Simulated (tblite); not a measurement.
Compound: C7H11N.
Numbering: `[CH3:1]\[CH:2]=[CH:3]/[CH:4]=[CH:5]\[CH:6]=[N:7]/[CH3:8]` (hydrogens: H9, H10, H11 on C1; H12 on C2; H13 on C3; H14 on C4; H15 on C5; H16 on C6; H17, H18, H19 on C8)

Computed with GFN2-xTB (tblite), gas phase: L-BFGS steps from a force-field or distance-geometry start until the largest atomic force falls under 0.01 eV/Å.

Step 1: E = -637.7933 eV
```
atom  x, y, z in Å  |  force x, y, z in eV/Å
C1     -3.4743   -0.1853    0.9205    0.082  -0.035   0.036
C2     -2.7231    0.3379   -0.2650   -0.742  -0.006   0.150
C3     -1.4114    0.3465   -0.4884    0.596  -0.040   0.046
C4     -0.3871   -0.1628    0.3957    0.577   0.109  -0.373
C5      0.9579   -0.1651    0.1878   -0.400   0.079  -0.079
C6      1.6574    0.3541   -0.9868   -0.910   0.045   0.168
N7      2.8963    0.3804   -1.2290    0.593  -0.217   0.349
C8      3.8399   -0.1643   -0.2647   -0.166   0.067  -0.106
H9     -4.1725   -0.9632    0.6010    0.013   0.122  -0.028
H10    -4.0578    0.6188    1.3792    0.046  -0.081  -0.132
H11    -2.8373   -0.6154    1.6922    0.067   0.085  -0.140
H12    -3.3716    0.7635   -1.0344    0.145  -0.109   0.212
H13    -1.0868    0.7860   -1.4223    0.134  -0.047   0.038
H14    -0.7242   -0.5964    1.3241   -0.125  -0.016   0.084
H15     1.5725   -0.5927    0.9778   -0.062   0.089  -0.207
H16     1.0078    0.7908   -1.7591    0.379  -0.164   0.218
H17     3.6624   -1.2312   -0.0933   -0.043   0.076   0.041
H18     3.7830    0.3648    0.6930   -0.065  -0.076  -0.046
H19     4.8592   -0.0571   -0.6360   -0.119   0.118  -0.232
```

Step 2: E = -637.8139 eV
```
atom  x, y, z in Å  |  force x, y, z in eV/Å
C1     -3.4742   -0.1851    0.9207    0.059  -0.089   0.063
C2     -2.7296    0.3371   -0.2621    0.048   0.005   0.005
C3     -1.4071    0.3465   -0.4883    0.026  -0.061   0.164
C4     -0.3811   -0.1625    0.3933    0.018   0.076  -0.202
C5      0.9557   -0.1624    0.1830   -0.054  -0.066   0.164
C6      1.6489    0.3539   -0.9832   -0.004   0.038   0.014
N7      2.8999    0.3769   -1.2224   -0.193  -0.097   0.223
C8      3.8371   -0.1636   -0.2673    0.002   0.015   0.086
H9     -4.1722   -0.9613    0.6008   -0.018   0.077  -0.025
H10    -4.0568    0.6170    1.3770   -0.009  -0.014  -0.073
H11    -2.8360   -0.6143    1.6904    0.082   0.068  -0.111
H12    -3.3701    0.7623   -1.0321    0.058  -0.063   0.133
H13    -1.0846    0.7854   -1.4219    0.118  -0.032   0.014
H14    -0.7260   -0.5961    1.3244   -0.046   0.032  -0.031
H15     1.5720   -0.5918    0.9756   -0.096   0.127  -0.279
H16     1.0130    0.7886   -1.7563    0.242  -0.073   0.068
H17     3.6617   -1.2300   -0.0927   -0.036   0.036   0.049
H18     3.7820    0.3640    0.6929   -0.049  -0.086  -0.050
H19     4.8578   -0.0554   -0.6392   -0.147   0.108  -0.212
```

Step 3: E = -637.8221 eV
```
atom  x, y, z in Å  |  force x, y, z in eV/Å
C1     -3.4734   -0.1864    0.9218    0.027  -0.027  -0.009
C2     -2.7303    0.3368   -0.2608    0.190  -0.027   0.036
C3     -1.4061    0.3456   -0.4856   -0.068   0.024  -0.010
C4     -0.3792   -0.1614    0.3896   -0.162  -0.027   0.058
C5      0.9547   -0.1623    0.1834   -0.010  -0.008   0.041
C6      1.6467    0.3543   -0.9815    0.051  -0.031   0.115
N7      2.8969    0.3740   -1.2160   -0.118  -0.022   0.069
C8      3.8361   -0.1631   -0.2670    0.024  -0.034   0.103
H9     -4.1723   -0.9593    0.6003   -0.033   0.032  -0.025
H10    -4.0565    0.6161    1.3750   -0.018   0.005  -0.043
H11    -2.8341   -0.6128    1.6879    0.116   0.024  -0.040
H12    -3.3687    0.7609   -1.0291    0.013  -0.029   0.071
H13    -1.0819    0.7847   -1.4216    0.075  -0.054   0.072
H14    -0.7273   -0.5954    1.3237   -0.001   0.065  -0.112
H15     1.5702   -0.5895    0.9703   -0.014   0.059  -0.148
H16     1.0188    0.7866   -1.7542    0.122  -0.002  -0.048
H17     3.6609   -1.2289   -0.0916   -0.020   0.005   0.053
H18     3.7808    0.3623    0.6921   -0.030  -0.053   0.009
H19     4.8549   -0.0530   -0.6440   -0.146   0.101  -0.194
```

Problem. Estimate the geometry and energy of step 4. (The exact step hangs on the optimiser's Hessian estimate; all steps are aligned on step 3, rigid shifts and turns removed.)

Solution. E = -637.8288 eV, largest force 0.210 eV/Å
```
atom  x, y, z in Å  |  force x, y, z in eV/Å
C1     -3.4722   -0.1877    0.9223    0.026   0.015  -0.034
C2     -2.7283    0.3357   -0.2583    0.131  -0.014   0.004
C3     -1.4057    0.3457   -0.4843   -0.026   0.034  -0.060
C4     -0.3800   -0.1613    0.3881   -0.161  -0.035   0.103
C5      0.9531   -0.1616    0.1830   -0.113   0.013   0.015
C6      1.6438    0.3538   -0.9766    0.136  -0.027   0.053
N7      2.8937    0.3707   -1.2087   -0.084   0.035  -0.042
C8      3.8352   -0.1635   -0.2652    0.029  -0.054   0.069
H9     -4.1731   -0.9568    0.5993   -0.033  -0.011  -0.025
H10    -4.0564    0.6151    1.3721   -0.016   0.022  -0.014
H11    -2.8298   -0.6110    1.6849    0.112  -0.012   0.015
H12    -3.3671    0.7590   -1.0250   -0.008  -0.008   0.033
H13    -1.0778    0.7828   -1.4195    0.052  -0.038   0.054
H14    -0.7287   -0.5933    1.3208   -0.011   0.030  -0.052
H15     1.5687   -0.5864    0.9631    0.072  -0.021   0.008
H16     1.0267    0.7847   -1.7533    0.014   0.049  -0.121
H17     3.6598   -1.2277   -0.0896    0.002  -0.049   0.058
H18     3.7790    0.3598    0.6919   -0.001  -0.008   0.087
H19     4.8492   -0.0487   -0.6524   -0.121   0.081  -0.152
```

The energy changes by -0.0067 eV. The first-order estimate −F·Δx gives -0.0098 eV and the mean of the old and new forces, exact on a quadratic surface, -0.0067 eV. The step makes an angle of 38° with the force vector and moves no atom by more than 0.011 Å.
